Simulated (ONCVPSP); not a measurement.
Scattering properties, ONCV potential for Cu (Z = 29)

```
Element                 : copper (Cu)
Generator               : ONCVPSP 4.0.1
Type                    : optimised norm-conserving Vanderbilt (ONCV)
Functional              : LDA (Perdew-Wang 92)
Relativity              : scalar-relativistic
Frozen core             : [Ne]
Valence charge          : 19
Reference configuration : 3s2 3p6 3d8 (charge +3)
Partial waves           : 3s: rc 1.10 bohr, ncon 3, nbas 8, qcut 8.4 1/bohr, 2 projectors, debl 1.5 Ha; 3p: rc 0.90 bohr, ncon 4, nbas 7, qcut 18.1 1/bohr, 2 projectors, debl 2.2 Ha; 3d: rc 0.75 bohr, ncon 4, nbas 8, qcut 13.3 1/bohr, 2 projectors, debl 3.6 Ha
Local potential         : polynomial inside 0.50 bohr (lpopt 2, dvloc0 1 Ha)
Core correction         : polynomial model core, fcfact 0.3
```

In the s channel the program set the typed energies aside and used -5.886, 0.250 Ha. In the p channel the program set the typed energies aside and used -4.327, 0.250 Ha.

The phase is arctan(r·R′/R) of the radial function R(r), unwrapped; energies in Ha, scanned from -7 to 5 Ha. A pole is an energy at which the radial function vanishes at the test radius. The pseudo phase is shifted by a multiple of π to meet the all-electron one at the reference energy, and phase errors are pseudo minus all-electron; the curves can meet again beyond the range given. Levels narrower than the energy grid can be missing from the lists of poles.

```tsv
channel	radius (bohr)	reference energy (Ha)	poles, all-electron	poles, pseudo	unbroken range about the reference energy with phases within 0.05 rad	phase error 1 Ha above the reference energy (rad)
s	1.12	-5.89	-4.74	-4.74	the whole range	-0.000
p	0.91	-4.33	-0.79	-0.79	the whole range	-0.000
d	0.76	-1.81	3.74	3.74	the whole range	+0.000
```

Phases in the p channel:

| E (Ha) | all-electron | pseudo |
| --- | --- | --- |
| -6.96 | 0.094 | 0.094 |
| -6.64 | -0.109 | -0.109 |
| -6.32 | -0.318 | -0.318 |
| -6.00 | -0.518 | -0.518 |
| -5.68 | -0.696 | -0.696 |
| -5.36 | -0.846 | -0.846 |
| -5.04 | -0.970 | -0.970 |
| -4.72 | -1.072 | -1.072 |
| -4.40 | -1.155 | -1.155 |
| -4.08 | -1.224 | -1.224 |
| -3.76 | -1.282 | -1.282 |
| -3.44 | -1.331 | -1.331 |
| -3.12 | -1.374 | -1.374 |
| -2.80 | -1.411 | -1.411 |
| -2.48 | -1.443 | -1.443 |
| -2.16 | -1.472 | -1.472 |
| -1.84 | -1.499 | -1.499 |
| -1.52 | -1.522 | -1.522 |
| -1.20 | -1.545 | -1.545 |
| -0.88 | -1.565 | -1.565 |
| -0.56 | -1.585 | -1.585 |
| -0.24 | -1.603 | -1.603 |
| 0.08 | -1.621 | -1.621 |
| 0.40 | -1.638 | -1.638 |
| 0.72 | -1.654 | -1.654 |
| 1.04 | -1.671 | -1.671 |
| 1.36 | -1.687 | -1.687 |
| 1.68 | -1.703 | -1.703 |
| 2.00 | -1.719 | -1.719 |
| 2.32 | -1.736 | -1.736 |
| 2.64 | -1.753 | -1.753 |
| 2.96 | -1.771 | -1.771 |
| 3.28 | -1.789 | -1.789 |
| 3.60 | -1.809 | -1.809 |
| 3.92 | -1.829 | -1.830 |
| 4.24 | -1.852 | -1.852 |
| 4.56 | -1.875 | -1.876 |
| 4.88 | -1.901 | -1.902 |
